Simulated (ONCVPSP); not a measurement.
**Transferability test, ONCV potential for Rh (Z = 45)**

rhodium, optimised norm-conserving Vanderbilt (ONCV), made with ONCVPSP 4.0.1 (PBE, scalar-relativistic). Core [Ar] 3d10, reference 4s2 4p6 4d8 5s1. Waves: 4s+5s: rc 1.60 bohr, ncon 4, nbas 8, qcut 7.2 1/bohr, 3 projectors, debl 2.3 Ha; 4p: rc 1.70 bohr, ncon 4, nbas 7, qcut 7.5 1/bohr, 2 projectors, debl 2.7 Ha; 4d: rc 1.25 bohr, ncon 3, nbas 8, qcut 8.9 1/bohr, 2 projectors, debl 1.1 Ha. Local part: polynomial inside 0.85 bohr (lpopt 3, dvloc0 1 Ha). Core correction: none.

Energies are relative to the spin-unpolarised reference configuration 4s2 4p6 4d8 5s1; without spin polarisation the order of configurations can differ from experiment.

```tsv
valence configuration	charge	ΔE all-electron (eV)	error AE − PS (meV)
4s2 4p6 4d8 5s0	+1	7.461	-1.7
4s2 4p6 4d8 5s0 5p1	0	3.604	-0.6
```

(1) What are ΔE and the potential's error for 4s2 4p6 4d6 5s0?

(2) What are ΔE and the potential's error for 4s2 4p6 4d7 5s0?

Levels in the configuration 4s2 4p6 4d8 5s0 5p1:

```tsv
level	all-electron (eV)	pseudo (eV)
4s	-84.245	-84.252
4p	-52.188	-52.192
4d	-7.645	-7.645
5p	-1.710	-1.710
```

Results:

(1) ΔE = 59.476 eV all-electron; the error (AE − PS) is -3.3 meV.

(2) ΔE = 26.971 eV all-electron; the error (AE − PS) is -2.5 meV.
